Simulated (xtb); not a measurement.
FGaH2O2, SMILES [OH][Ga]([F])[OH]. All values are semi-empirical tight-binding results from xtb (GFN2-xTB unless named), good for trends rather than for accurate numbers. The structure is a stationary point at GFN2-xTB. The values are those of a single conformer.

For metal compounds this method's bond lengths and energies can be far off.

```yaml
point_group_as_xtb_finds_it: Cs
orbital_gap: 4.58 eV
zero_point_energy: 16.0 kcal/mol
G − E(el) at 298.15 K (modified RRHO): -2.9 kcal/mol
```
